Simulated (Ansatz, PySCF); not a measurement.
Pulling on the Ga1–H2 bond in FGaH2 (SMILES [F][GaH2]) (multiplicity 1 held, fragments rigid). Energies count from the point at 1.556 Å.
Geometry at that point (charge 0, multiplicity 1):
```xyz
4

Ga    -0.1531    -0.2983     0.0991
H      0.6238    -1.0578     1.2132
H     -1.4763    -0.6025    -0.6615
F      0.6222     1.2119    -0.4027
```

Restricted levels (R-, RO-) in cc, def2 and unpolarised 6-31G sets keep to the state of the molecule at rest. Unrestricted levels (U-) break spin symmetry where that is lower. Active spaces are followed from a long bond inwards. Left out are points that failed, MP2 points that dive below the minimum, coupled-cluster points behind a jump of the amplitudes or a sharp parting from full CI or MRCI, small-basis points behind a change of solution, and semi-empirical points at long bonds. Curves can end on different states.

Frozen-core correlation. Filled d and f shells under p-block atoms count as core. Rows in LANL2DZ carry no dispersion term and start afresh at each structure. LANL2DZ brings its own core potentials from Na on.

Codes used: Ansatz (Gaussian orbitals); PySCF for LANL2DZ rows. Values without a source in brackets are computed.

Energies in kcal/mol.

```
R (Å)  R-BP86/LANL2DZ  U-B3LYP/cc-pVTZ  R-MP2/cc-pVTZ  FIC-MRCISD+Q on CASSCF(2,2)/cc-pVTZ
-----  --------------  ---------------  -------------  -----------------------------------
1.245            28.0             26.1           28.9                                 29.2
1.401             6.4              5.1            6.0                                  6.2
1.556             0.0              0.0            0.0                                  0.0
1.712             2.0              3.4            3.2                                  2.8
1.867             8.5             11.1           11.1                                 10.2
2.101            21.8             25.8           26.8                                 24.5
2.334            36.2             41.0           43.3                                 39.3
2.723            58.2             62.7           68.4                                 59.5
3.112            75.6             73.7           88.1                                 72.4
3.579            90.4             78.9          104.2                                 79.6
4.202           102.1             80.9          114.5                                 82.6
4.980        left out             81.4          113.7                                 83.3
```

Doubts at one or more of the structures used: a spin-contaminated determinant (U-B3LYP/cc-pVTZ); a restricted determinant that unrestricted orbitals would lower (R-MP2/cc-pVTZ).

Ansatz is a quantum-chemistry and plane-wave program.
